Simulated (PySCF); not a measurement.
PySCF input for C2H7S, SMILES C[SH+]C, charge +1, B3LYP-D3(BJ)/def2-SVP. 

```python
import numpy as np
from pyscf import gto, scf, dft
from pyscf.geomopt import geometric_solver

mol = gto.M(
    atom='''
    C     0.02107408   -0.53087350   -1.40166311
    S    -0.10121867    0.61512842    0.00000000
    C     0.02107408   -0.53087350    1.40166311
    H     0.85402855   -1.21573428   -1.27696551
    H     0.14591455    0.05440790   -2.30927731
    H    -0.91429274   -1.08182311   -1.46518292
    H     1.19530912    1.01472618   -0.00000000
    H     0.85402855   -1.21573428    1.27696551
    H     0.14591454    0.05440790    2.30927730
    H    -0.91429275   -1.08182310    1.46518292
    ''',
    basis='def2-SVP',
    charge=1,
    spin=0,
    max_memory=1600,
    verbose=3,
)
mf = dft.RKS(mol, xc='b3lyp').density_fit(auxbasis='def2-universal-jkfit')
mf.disp = 'd3bj'
mf.grids.level = 3
mf.conv_tol = 1e-9
mf.max_cycle = 100
mf.kernel()
conv, mol_eq = geometric_solver.kernel(mf, convergence_set='GAU_TIGHT', maxsteps=100)
print(mol_eq.tostring(format='xyz'))
mf.reset(mol_eq)
mf.kernel()
```

Output:

```
converged SCF energy = -478.17943792541
[banner and settings of the optimiser left out]
Geometry optimization cycle 1
Cartesian coordinates (Angstrom)
 Atom        New coordinates             dX        dY        dZ
   C   0.021074  -0.530873  -1.401663   -0.000000  0.000000  0.000000
   S  -0.101219   0.615128   0.000000    0.000000  0.000000  0.000000
   C   0.021074  -0.530873   1.401663   -0.000000  0.000000  0.000000
   H   0.854029  -1.215734  -1.276966    0.000000  0.000000  0.000000
   H   0.145915   0.054408  -2.309277    0.000000  0.000000  0.000000
   H  -0.914293  -1.081823  -1.465183    0.000000  0.000000  0.000000
   H   1.195309   1.014726   0.000000    0.000000  0.000000  0.000000
   H   0.854029  -1.215734   1.276966    0.000000  0.000000  0.000000
   H   0.145915   0.054408   2.309277    0.000000  0.000000  0.000000
   H  -0.914293  -1.081823   1.465183    0.000000  0.000000 -0.000000

WARN: Mole.unit (angstrom) is changed to Bohr

converged SCF energy = -478.179437925407
--------------- DFRKS_Scanner gradients ---------------
         x                y                z
0 C     0.0019114672    -0.0007342406     0.0030661165
1 S    -0.0038576255     0.0046757514     0.0000000003
2 C     0.0019114714    -0.0007342372    -0.0030661112
3 H    -0.0069627031     0.0042708700    -0.0031997186
4 H    -0.0005499435    -0.0063386199     0.0057913422
5 H     0.0078470225     0.0026491207    -0.0014340890
6 H    -0.0006274996    -0.0043853978     0.0000000001
7 H    -0.0069627025     0.0042708703     0.0031997181
8 H    -0.0005499451    -0.0063386233    -0.0057913479
9 H     0.0078470197     0.0026491205     0.0014340894
----------------------------------------------
cycle 1: E = -478.179437925  dE = -478.179  norm(grad) = 0.0229524
Step    0 : Gradient = 7.258e-03/8.773e-03 (rms/max) Energy = -478.1794379254
Hessian Eigenvalues: 2.30000e-02 2.30000e-02 5.00000e-02 ... 3.51437e-01 3.53332e-01 3.53332e-01

Geometry optimization cycle 2
[...]
3 H    -0.0000019098    -0.0000048973    -0.0000014157
4 H     0.0000046306    -0.0000070819    -0.0000006100
5 H    -0.0000011599    -0.0000013779     0.0000038104
6 H    -0.0000061710     0.0000088646    -0.0000000000
7 H    -0.0000019098    -0.0000048973     0.0000014157
8 H     0.0000046306    -0.0000070819     0.0000006100
9 H    -0.0000011598    -0.0000013779    -0.0000038104
----------------------------------------------
cycle 10: E = -478.180950328  dE = -4.20232e-09  norm(grad) = 3.60561e-05
Step    9 : Displace = 1.061e-04/2.206e-04 (rms/max) Trust = 3.000e-01 (=) Grad = 1.140e-05/2.217e-05 (rms/max) E (change) = -478.1809503278 (-4.202e-09) Quality = 0.272
Hessian Eigenvalues: 2.47627e-03 7.40266e-03 2.30000e-02 ... 3.53332e-01 3.55790e-01 3.76740e-01

Geometry optimization cycle 11
Cartesian coordinates (Angstrom)
 Atom        New coordinates             dX        dY        dZ
   C   0.029457  -0.540882  -1.436173    0.001312  0.000864  0.000050
   S  -0.068983   0.577699  -0.000000    0.001593  0.000817 -0.000000
   C   0.029457  -0.540882   1.436173    0.001312  0.000864 -0.000050
   H   0.874685  -1.232876  -1.330761    0.001132  0.000616 -0.000069
   H   0.134520   0.095059  -2.326178    0.001379  0.000742 -0.000025
   H  -0.928608  -1.077515  -1.474232    0.001200  0.001052  0.000197
   H   1.207233   1.048859  -0.000000    0.001601  0.000812 -0.000000
   H   0.874685  -1.232876   1.330761    0.001132  0.000616  0.000069
   H   0.134520   0.095059   2.326178    0.001379  0.000742  0.000025
   H  -0.928608  -1.077515   1.474232    0.001200  0.001052 -0.000197
converged SCF energy = -478.180950324849
--------------- DFRKS_Scanner gradients ---------------
         x                y                z
0 C    -0.0000107840     0.0000452243     0.0000125189
1 S     0.0000002183    -0.0000644027    -0.0000000000
2 C    -0.0000107840     0.0000452243    -0.0000125189
3 H    -0.0000038961    -0.0000104061    -0.0000071725
4 H     0.0000086265    -0.0000146879    -0.0000028797
5 H     0.0000010160    -0.0000025923     0.0000106205
6 H    -0.0000090143     0.0000176752     0.0000000000
7 H    -0.0000038961    -0.0000104061     0.0000071725
8 H     0.0000086265    -0.0000146878     0.0000028797
9 H     0.0000010160    -0.0000025923    -0.0000106205
----------------------------------------------
cycle 11: E = -478.180950325  dE = 2.97752e-09  norm(grad) = 0.000101812
Step   10 : Displace = 1.301e-04/2.017e-04 (rms/max) Trust = 3.000e-01 (=) Grad = 3.220e-05/6.440e-05 (rms/max) E (change) = -478.1809503248 (+2.978e-09) Quality = -0.103
Hessian Eigenvalues: 1.48817e-03 3.65222e-03 2.30000e-02 ... 3.53332e-01 3.60154e-01 3.86269e-01

Geometry optimization cycle 12
Cartesian coordinates (Angstrom)
 Atom        New coordinates             dX        dY        dZ
   C   0.029916  -0.540582  -1.436184    0.000459  0.000300 -0.000011
   S  -0.068405   0.578007  -0.000000    0.000578  0.000308 -0.000000
   C   0.029916  -0.540582   1.436184    0.000459  0.000300  0.000011
   H   0.875127  -1.232599  -1.330819    0.000442  0.000277 -0.000059
   H   0.134942   0.095389  -2.326172    0.000422  0.000330  0.000006
   H  -0.928174  -1.077173  -1.474222    0.000435  0.000341  0.000010
   H   1.207877   1.048992  -0.000000    0.000644  0.000132 -0.000000
   H   0.875127  -1.232599   1.330819    0.000442  0.000277  0.000059
   H   0.134942   0.095389   2.326172    0.000422  0.000330 -0.000006
   H  -0.928174  -1.077173   1.474222    0.000435  0.000341 -0.000010
converged SCF energy = -478.180950337091
--------------- DFRKS_Scanner gradients ---------------
         x                y                z
0 C    -0.0000075342     0.0000398465     0.0000130056
1 S     0.0000005555    -0.0000571848    -0.0000000000
2 C    -0.0000075342     0.0000398465    -0.0000130055
3 H    -0.0000037317    -0.0000098238    -0.0000064246
4 H     0.0000063043    -0.0000122819    -0.0000023290
5 H    -0.0000004608    -0.0000029832     0.0000083524
6 H    -0.0000085919     0.0000160725     0.0000000000
7 H    -0.0000037317    -0.0000098238     0.0000064246
8 H     0.0000063043    -0.0000122818     0.0000023290
9 H    -0.0000004608    -0.0000029832    -0.0000083524
----------------------------------------------
cycle 12: E = -478.180950337  dE = -1.22416e-08  norm(grad) = 8.99058e-05
Step   11 : Displace = 6.618e-05/1.144e-04 (rms/max) Trust = 6.503e-05 (-) Grad = 2.843e-05/5.719e-05 (rms/max) E (change) = -478.1809503371 (-1.224e-08) Quality = 0.498
Hessian Eigenvalues: 2.78767e-04 3.38041e-03 2.30000e-02 ... 3.53332e-01 3.55395e-01 3.78866e-01

Geometry optimization cycle 13
Cartesian coordinates (Angstrom)
 Atom        New coordinates             dX        dY        dZ
   C   0.029987  -0.540546  -1.436212    0.000071  0.000036 -0.000028
   S  -0.068329   0.578073  -0.000000    0.000075  0.000065  0.000000
   C   0.029987  -0.540546   1.436212    0.000071  0.000036  0.000028
   H   0.875208  -1.232533  -1.330799    0.000081  0.000066  0.000020
   H   0.135031   0.095484  -2.326160    0.000088  0.000095  0.000012
   H  -0.928100  -1.077130  -1.474317    0.000073  0.000043 -0.000095
   H   1.207991   1.048948  -0.000000    0.000114 -0.000044  0.000000
   H   0.875208  -1.232533   1.330799    0.000081  0.000066 -0.000020
   H   0.135031   0.095484   2.326160    0.000088  0.000095 -0.000012
   H  -0.928100  -1.077130   1.474317    0.000073  0.000043  0.000095
converged SCF energy = -478.18095034258
--------------- DFRKS_Scanner gradients ---------------
         x                y                z
0 C    -0.0000071490     0.0000226083     0.0000075715
1 S     0.0000035472    -0.0000427361     0.0000000000
2 C    -0.0000071490     0.0000226083    -0.0000075715
3 H    -0.0000070732    -0.0000046964    -0.0000030143
4 H     0.0000034273    -0.0000082025    -0.0000006268
5 H     0.0000033595    -0.0000009753     0.0000042711
6 H    -0.0000075473     0.0000136813    -0.0000000000
7 H    -0.0000070732    -0.0000046963     0.0000030143
8 H     0.0000034273    -0.0000082026     0.0000006267
9 H     0.0000033595    -0.0000009753    -0.0000042711
----------------------------------------------
cycle 13: E = -478.180950343  dE = -5.48948e-09  norm(grad) = 6.08637e-05
Step   12 : Displace = 5.900e-05/9.692e-05 (rms/max) Trust = 6.503e-05 (=) Grad = 1.925e-05/4.288e-05 (rms/max) E (change) = -478.1809503426 (-5.489e-09) Quality = 0.362
Hessian Eigenvalues: 2.87446e-04 3.37237e-03 2.30000e-02 ... 3.53739e-01 3.55493e-01 3.90075e-01

Geometry optimization cycle 14
Cartesian coordinates (Angstrom)
 Atom        New coordinates             dX        dY        dZ
   C   0.030222  -0.540405  -1.436238    0.000235  0.000142 -0.000026
   S  -0.068070   0.578272  -0.000000    0.000259  0.000199 -0.000000
   C   0.030222  -0.540405   1.436238    0.000235  0.000142  0.000026
   H   0.875459  -1.232370  -1.330778    0.000251  0.000163  0.000021
   H   0.135280   0.095687  -2.326149    0.000250  0.000203  0.000011
   H  -0.927885  -1.076967  -1.474399    0.000215  0.000163 -0.000083
   H   1.208323   1.048943  -0.000000    0.000332 -0.000005 -0.000000
   H   0.875459  -1.232370   1.330778    0.000251  0.000163 -0.000021
   H   0.135280   0.095687   2.326149    0.000250  0.000203 -0.000011
   H  -0.927885  -1.076967   1.474399    0.000215  0.000163  0.000083
converged SCF energy = -478.18095034477
--------------- DFRKS_Scanner gradients ---------------
         x                y                z
0 C    -0.0000005657     0.0000071940     0.0000038171
1 S     0.0000024085    -0.0000106438    -0.0000000000
2 C    -0.0000005657     0.0000071940    -0.0000038171
3 H    -0.0000007292    -0.0000066199     0.0000004249
4 H     0.0000006606    -0.0000002034    -0.0000027278
5 H    -0.0000060563    -0.0000048981    -0.0000005974
6 H    -0.0000078788     0.0000081333     0.0000000000
7 H    -0.0000007291    -0.0000066200    -0.0000004249
8 H     0.0000006606    -0.0000002034     0.0000027278
9 H    -0.0000060564    -0.0000048981     0.0000005974
----------------------------------------------
cycle 14: E = -478.180950345  dE = -2.19001e-09  norm(grad) = 2.4649e-05
Step   13 : Displace = 6.790e-05/1.261e-04 (rms/max) Trust = 6.503e-05 (=) Grad = 7.795e-06/1.132e-05 (rms/max) E (change) = -478.1809503448 (-2.190e-09) Quality = 0.098
Hessian Eigenvalues: 2.73651e-04 3.36309e-03 2.30000e-02 ... 3.54516e-01 3.55521e-01 4.23507e-01

Geometry optimization cycle 15
Cartesian coordinates (Angstrom)
 Atom        New coordinates             dX        dY        dZ
   C   0.030337  -0.540330  -1.436246    0.000114  0.000075 -0.000008
   S  -0.067940   0.578345  -0.000000    0.000131  0.000073  0.000000
   C   0.030337  -0.540330   1.436246    0.000114  0.000075  0.000008
   H   0.875572  -1.232289  -1.330786    0.000113  0.000082 -0.000008
   H   0.135393   0.095772  -2.326145    0.000113  0.000086  0.000004
   H  -0.927771  -1.076878  -1.474411    0.000114  0.000089 -0.000012
   H   1.208483   1.048946  -0.000000    0.000160  0.000003  0.000000
   H   0.875572  -1.232289   1.330786    0.000113  0.000082  0.000008
   H   0.135393   0.095772   2.326145    0.000113  0.000086 -0.000004
   H  -0.927771  -1.076878   1.474411    0.000114  0.000089  0.000012
converged SCF energy = -478.180950345593
--------------- DFRKS_Scanner gradients ---------------
         x                y                z
0 C    -0.0000004372     0.0000013951    -0.0000016590
1 S    -0.0000036927    -0.0000101647     0.0000000000
2 C    -0.0000004372     0.0000013951     0.0000016590
3 H    -0.0000031829    -0.0000029971     0.0000010779
4 H    -0.0000002338    -0.0000014876     0.0000001654
5 H    -0.0000019671    -0.0000013027    -0.0000003811
6 H    -0.0000035180     0.0000073924     0.0000000000
7 H    -0.0000031829    -0.0000029971    -0.0000010779
8 H    -0.0000002338    -0.0000014876    -0.0000001654
9 H    -0.0000019671    -0.0000013027     0.0000003811
----------------------------------------------
cycle 15: E = -478.180950346  dE = -8.22297e-10  norm(grad) = 1.58216e-05
Step   14 : Displace = 2.317e-05/5.432e-05 (rms/max) Trust = 3.252e-05 (-) Grad = 5.003e-06/1.081e-05 (rms/max) E (change) = -478.1809503456 (-8.223e-10) Quality = 0.107
Hessian Eigenvalues: 2.73651e-04 3.36309e-03 2.30000e-02 ... 3.54516e-01 3.55521e-01 4.23507e-01
Converged! =D

10
XYZ from PySCF
C           0.03033674       -0.54032993       -1.43624638
S          -0.06793950        0.57834518       -0.00000000
C           0.03033673       -0.54032993        1.43624637
H           0.87557215       -1.23228886       -1.33078604
H           0.13539316        0.09577232       -2.32614496
H          -0.92777123       -1.07687841       -1.47441117
H           1.20848286        1.04894604       -0.00000000
H           0.87557214       -1.23228886        1.33078604
H           0.13539315        0.09577233        2.32614496
H          -0.92777123       -1.07687841        1.47441117
converged SCF energy = -478.180950345583
```

The calculation finished and met its thresholds.
